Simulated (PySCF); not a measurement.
# C₇H₁₀NPSi: full NMR table

```yaml
Formula: C7H10NPSi
SMILES: "[SiH3]N=P12C=CC(C=C1)C=C2"
Point_group_of_the_computed_structure: C1
Carbon_signals: 3
Proton_signals: 4
```

Bonds (- single, = double, # triple, : aromatic): Si1-N2, N2=P3, P3-C4, C4=C5, C5-C6, C6-C7, C7=C8, C6-C9, C9=C10, C8-P3, C10-P3. Si1 carries H11, H12, H13; C4 carries H14; C5 carries H15; C6 carries H16; C7 carries H17; C8 carries H18; C9 carries H19; C10 carries H20.

- geometry: PBE0-D3(BJ)/def2-SVP
- σ from GIAO-KT3/pcSseg-1
- program: PySCF
- one conformer, in vacuum, rapidly exchanging positions averaged, relativity neglected

Referencing at the same level of theory: ¹H (σref 31.32), ¹³C (σref 182.31), ²⁹Si (σref 365.51) against TMS; H3PO4 for ³¹P (σref 332.35); ¹⁵N (σref 262.01) vs NH3.

```tsv
carbon	δC, type	δH (multiplicity)	HMBC from (2–3 bonds)	span of the C tensor (ppm)
C4/C8/C10	132.3, CH	6.77 (m)	H15/H17/H19, H14/H18/H20, H16	193
C5/C7/C9	145.2, CH	7.22 (m)	H15/H17/H19, H14/H18/H20, H16	235
C6	51.3, CH	4.26 (m)	H15/H17/H19, H14/H18/H20	51
```

Other nuclei:
```tsv
atoms	nucleus	environment	δ (ppm)	σ (ppm)
H11/H12/H13	¹H	hydrogen on a silicon bonded to N	4.97	26.35
P3	³¹P	phosphorus bonded to 3 C, N, in a 6-membered ring	-40.7	373.1
Si1	²⁹Si	silicon bonded to N, 3 H	-71.5	437.0
N2	¹⁵N	nitrogen bonded to P, Si	8.1	253.9
```

δC 145.2, 132.3: alkene CH; an sp2 carbon of a C=C bond. δC 51.3: allylic sp3 CH; aliphatic region, no heteroatom directly attached. δH 7.22, 6.77: hydrogen on an alkene CH; attached to an sp2 carbon and in the plane of the double bond. δH 4.97: hydrogen on a silicon bonded to N. δH 4.26: hydrogen on an allylic sp3 CH.

Splittings by ³¹P in the carbon and heteronuclear signals aren't shown, as no couplings were computed. Shifts are as computed, not scaled to solution data. Of 1211 compounds with measured shifts, 218 miss one by over three times the rms of a fit or turn the order of signals round; such compounds aren't used in these exercises. Experimental scales use liquid or dissolved standards, which lie at an offset from isolated NH3 (liquid NH3: subtract about 20 ppm) and H3PO4. Multiplicities follow the n + 1 count of equivalent neighbours, as no J values were calculated; m marks all less simple cases, F and P coupling included.
